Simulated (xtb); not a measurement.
C$_{5}$H$_{4}$N (SMILES [c-]1ccccn1), charge -1, singlet, geometry from GFN2-xTB, atoms displaced at random by about 0.02 Å a coordinate; GFN1-xTB with ALPB(ch2cl2) run with xtb.

Here is a job for xtb.
```
$ xtb mol.xyz --gfn 1 --chrg -1 --opt --alpb ch2cl2 --json

# file mol.xyz
10

N     -0.02657534     0.02761089     1.42406441
C     -0.03160703    -0.00192267    -1.33638384
C      0.01417215     1.29448775     0.84664658
C     -0.00051118    -1.06948578     0.69061210
C      0.01014569    -1.17155768    -0.65147949
C     -0.00580236     1.21279443    -0.62035477
H      0.03509533     0.03345337    -2.42176445
H     -0.05180514    -1.99920449     1.34561777
H     -0.05912218    -2.11849213    -1.18905776
H      0.05631881     2.15768878    -1.18231169
```

Output, abridged:

```
   ID    Z sym.   atoms
    1    7 N      1
    2    6 C      2-6
    3    1 H      7-10

           -------------------------------------------------
          |                Calculation Setup                |
           -------------------------------------------------

           -------------------------------------------------
          |                 G F N 1 - x T B                 |
           -------------------------------------------------

      * Solvation model:               ALPB
        Solvent                        ch2cl2
        Parameter file                 internal GFN1-xTB/ALPB
        Dielectric constant                8.9300E+00
        Reference state                gsolv [1 M gas/solution]
        Free energy shift                  3.3401E-03 Eh       2.0960E+00 kcal/mol
        Temperature                        2.9815E+02 K
        Density                            1.3300E+00 kg/L
        Solvent mass                       8.4930E+01 g/mol
        Interaction kernel             P16
        Born radius scaling (c1)           1.6568E+00
        Born radii integrator          GBOBC
        Born offset                        0.0000E+00 a0       0.0000E+00 AA
        H-bond correction              false
        Ion screening                  false
        Surface tension                    1.0000E-05 Eh       1.5569E+01 dyn/cm
        Grid points                               230 per atom

          ...................................................
          :                      SETUP                      :
          :.................................................:
          :  # basis functions                  32          :
          :  # atomic orbitals                  32          :
          :  # shells                           20          :
          :  # electrons                        30          :
          :  # halogen bonds                     0          :
          :  max. iterations                   250          :
          :  Hamiltonian                  GFN1-xTB          :
          :  restarted?                      false          :
          :  GBSA solvation                   true          :
          :  PC potential                    false          :
          :  electronic temp.          300.0000000     K    :
          :  accuracy                    1.0000000          :
          :  -> integral cutoff          0.2500000E+02      :
          :  -> integral neglect         0.1000000E-07      :
[...]
         :: total energy             -16.094092577656 Eh    ::
 * total energy  :   -16.0940926 Eh     change       -0.3517187E-12 Eh
 * total energy  :   -16.1030823 Eh     change       -0.8989752E-02 Eh
 * total energy  :   -16.1039406 Eh     change       -0.8582823E-03 Eh
 * total energy  :   -16.1041247 Eh     change       -0.1841339E-03 Eh
 * total energy  :   -16.1041469 Eh     change       -0.2214329E-04 Eh
 * total energy  :   -16.1041503 Eh     change       -0.3401286E-05 Eh
   *** GEOMETRY OPTIMIZATION CONVERGED AFTER 6 ITERATIONS ***
         :: total energy             -16.104150290531 Eh    ::
[...]
      -------------------------------------------------------------
                  HL-Gap            0.0642797 Eh            1.7491 eV
             Fermi-level           -0.2208270 Eh           -6.0090 eV

  Mulliken/CM5 charges         n(s)   n(p)   n(d)
     1N    -0.43053 -0.60351   1.569  3.861  0.000
     2C    -0.05297 -0.10568   1.058  2.995  0.000
     3C    -0.30943 -0.24562   1.355  2.954  0.000
     4C     0.10708  0.13316   1.016  2.877  0.000
     5C    -0.11259 -0.16247   1.048  3.064  0.000
     6C    -0.05403 -0.09909   1.061  2.993  0.000
     7H    -0.02590  0.02898   1.026  0.000  0.000
     8H    -0.04614  0.01856   1.046  0.000  0.000
     9H    -0.01789  0.03774   1.018  0.000  0.000
    10H    -0.05759 -0.00208   1.058  0.000  0.000

Wiberg/Mayer (AO) data.
largest (>0.10) Wiberg bond orders for each atom

 ---------------------------------------------------------------------------
     #   Z sym  total        # sym  WBO       # sym  WBO       # sym  WBO
 ---------------------------------------------------------------------------
     1   7 N    2.982 --     4 C    1.461     3 C    1.320
     2   6 C    3.993 --     6 C    1.465     5 C    1.414     7 H    0.975
     3   6 C    2.927 --     6 C    1.386     1 N    1.320     5 C    0.119
     4   6 C    3.986 --     1 N    1.461     5 C    1.419     8 H    0.972
                             6 C    0.102
     5   6 C    3.986 --     4 C    1.419     2 C    1.414     9 H    0.976
                             3 C    0.119
     6   6 C    3.979 --     2 C    1.465     3 C    1.386    10 H    0.975
                             4 C    0.102
     7   1 H    1.008 --     2 C    0.975
     8   1 H    1.024 --     4 C    0.972
     9   1 H    1.007 --     5 C    0.976
    10   1 H    1.039 --     6 C    0.975
 ---------------------------------------------------------------------------

Topologies differ in total number of bonds
Writing topology from bond orders to xtbtopo.mol

 dipole moment from electron density (au)
     X       Y       Z
  -0.0059  -1.6336  -1.8801  total (Debye):    6.331

optimized geometry written to: xtbopt.xyz

           -------------------------------------------------
          | TOTAL ENERGY              -16.104150290531 Eh   |
          | GRADIENT NORM               0.000578403536 Eh/α |
          | HOMO-LUMO GAP               1.749140119233 eV   |
           -------------------------------------------------
```
